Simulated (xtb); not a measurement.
xtb input (GFN1-xTB):

```bash
xtb mol.xyz --gfn 1 --opt tight --chrg 0 --uhf 0
```
mol.xyz:
```
14

C     -1.42452186     0.19862966    -1.20356244
N     -0.62717998    -0.13047235    -0.04051516
C     -1.36501531    -0.77893752     1.02336132
B      0.74955699     0.15593046     0.04842058
O      1.42596507    -0.19944872     1.20616921
O      1.36632395     0.78032904    -1.02579032
H     -2.24482869     0.87678412    -0.93878931
H     -0.80800007     0.68038644    -1.95757916
H     -1.87093448    -0.70218552    -1.64191085
H     -0.70599491    -0.99534305     1.85977670
H     -2.18286629    -0.14112729     1.38003965
H     -1.80897209    -1.72009693     0.67691811
H      2.35998276     0.01696425     1.21685624
H      2.30299963     0.95307670    -0.91563255
```

End of the output:

```
     1   6 C        7   1 H                                       1.0954883
     1   6 C        8   1 H                                       1.0894852
     1   6 C        9   1 H                                       1.0954883
     3   6 C       10   1 H                                       1.0894852
     3   6 C       11   1 H                                       1.0954883
     3   6 C       12   1 H                                       1.0954883
     5   8 O       13   1 H                                       0.9569654
     6   8 O       14   1 H                                       0.9569654 (min)

 * 5 distinct bonds (by element types)

   Z      Z             #   av. dist./Å        max./Å        min./Å
   1 H    6 C           6     1.0934872     1.0954883     1.0894852
   5 B    7 N           1     1.4080618     1.4080618     1.4080618
   6 C    7 N           2     1.4554257     1.4554257     1.4554257
   1 H    8 O           2     0.9569654     0.9569654     0.9569654
   5 B    8 O           2     1.3858746     1.3858746     1.3858746

optimized geometry written to: xtbopt.xyz

           -------------------------------------------------
          | TOTAL ENERGY              -22.658606900693 Eh   |
          | GRADIENT NORM               0.000066422201 Eh/α |
          | HOMO-LUMO GAP               6.633363919309 eV   |
           -------------------------------------------------

------------------------------------------------------------------------
------------------------------------------------------------------------
 total:
 SCF:
 ANC optimizer:
```
